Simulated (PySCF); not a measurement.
Task: Write a Z-matrix for `[AlH2][CH]1CC1` as optimised with PBE0-D3(BJ)/def2-SVP.

Result: 
Z-matrix in Å and degrees, rows numbered from 1:
```
Al
C   1  1.9361
C   2  1.5237  1  119.70
C   3  1.4836  2   60.88  1  -108.98
H   1  1.5954  2  117.17  3    33.81
H   1  1.5926  2  122.40  3  -146.09
H   2  1.0969  1  118.14  3   145.56
H   3  1.0939  2  117.26  4  -108.78
H   3  1.0953  2  118.90  4   108.23
H   4  1.0939  2  117.15  3   108.82
H   4  1.0952  2  118.92  3  -108.27
```

Al1 (aluminium bonded to C and 2 H) is planar (angles 122.4°, 120.4° and 117.2°, sum 360.0°, 0.00 Å off the plane of its three neighbours). The 3-membered ring C2–C3–C4 has internal angles of 58.3° to 60.9°. The 3 C–C bonds span 1.484 Å (C3–C4, drawn single) to 1.524 Å (C2–C4, drawn single), a spread of 0.040 Å.

Method: PBE0-D3(BJ)/def2-SVP geometry optimisation, gas phase in PySCF 2.14.0.

Point group: Cs (every atom within 0.08 Å of its image). Not checked by PBE0-D3(BJ)/def2-SVP frequencies. The numbers are those of one conformer (H–Al1–C2–C3 34° and -146°).

Time: 28 s of wall time; peak memory 0.40 GiB. Hardware: one thread, Arm Neoverse N1 (aarch64) (shared host). These figures are those of the optimisation.
